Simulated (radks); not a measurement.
Problem. Species: K V. Configuration: [Ne] 3s2 3p3. Method: non-relativistic Kohn-Sham, exchange-only PBE, spin-polarised, spherical densities, point nucleus; open shells are filled with parallel spins first; computed with a radial shooting solver on a logarithmic mesh with Libxc functionals. Some entries of the table are withheld. Estimate them.

orbital  occ.  eigenvalue (eV)  <r^2> (bohr^2)
1s up       1        -3570.540        0.008932
1s down     1        -3569.605        0.008928
2s up       1        -412.4517          0.1797
2s down     1        -411.5424          0.1792
2p up       3        -342.5115          0.1520
2p down     3        -341.2487          0.1516
3s up       1              (1)           1.569
3s down     1              (2)           1.608
3p up       3         -72.4178           1.776
3p down     0         -66.5635           1.853

Solution. 
(1) 3s up eigenvalue (eV): -90.1223
(2) 3s down eigenvalue (eV): -84.0068
